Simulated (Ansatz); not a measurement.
**Redistribution: CH2FI + C2H4ClI → CH2I2 + C2H4ClF**

Species: CH2FI (fluoroiodomethane) `FCI`, singlet; C2H4ClI `CC(Cl)I`, singlet; CH2I2 (diiodomethane) `ICI`, singlet; C2H4ClF (1-chloro-1-fluoroethane) `CC(F)Cl`, singlet. The partners trade F for I; both sit on C, so the bond types are kept.

Shapes, held fixed at every level: PBE0-D4/def2-TZVP. Programs: Ansatz 0.2.0. The zero-point and thermal change to 298 K, harmonic and unscaled (PBE0-D4/def2-TZVP), is -0.8 kJ/mol.

```json
{"level": "HF/def2-TZVPP", "kind": "Hartree–Fock", "ΔH(298 K) (kJ/mol)": "-30.8", "less CCSD(T)/def2-TZVPP": "-6.1"}
{"level": "B3LYP-D4/def2-TZVPP", "kind": "global hybrid", "ΔH(298 K) (kJ/mol)": "-21.5", "less CCSD(T)/def2-TZVPP": "+3.2"}
{"level": "wB97M-V/def2-TZVPP", "kind": "range-separated hybrid", "ΔH(298 K) (kJ/mol)": "-25.7", "less CCSD(T)/def2-TZVPP": "-1.0"}
{"level": "B2PLYP/def2-TZVPP", "kind": "double hybrid", "ΔH(298 K) (kJ/mol)": "-24.5", "less CCSD(T)/def2-TZVPP": "+0.2"}
{"level": "MP2/def2-SVP", "kind": "perturbation theory", "ΔH(298 K) (kJ/mol)": "-27.3", "less CCSD(T)/def2-TZVPP": "-2.6"}
{"level": "CCSD/def2-SVP", "kind": "coupled cluster or CI", "ΔH(298 K) (kJ/mol)": "-28.0", "less CCSD(T)/def2-TZVPP": "-3.3"}
{"level": "CCSD/def2-TZVPP", "kind": "coupled cluster or CI", "ΔH(298 K) (kJ/mol)": "-26.1", "less CCSD(T)/def2-TZVPP": "-1.4"}
{"level": "CCSD(T)/def2-TZVPP", "kind": "coupled cluster or CI", "ΔH(298 K) (kJ/mol)": "-24.7", "less CCSD(T)/def2-TZVPP": "0.0"}
```

The highest level, CCSD(T)/def2-TZVPP, gives ΔH(298 K) = -24.7 kJ/mol; the levels span -30.8 to -21.5. The column of differences is taken from that level and isn't an error. No measured value is set beside it here. For atoms past krypton def2 sets carry core potentials with scalar relativity. Correlated rows may include outer-core shells of I, which these sets cover unevenly.
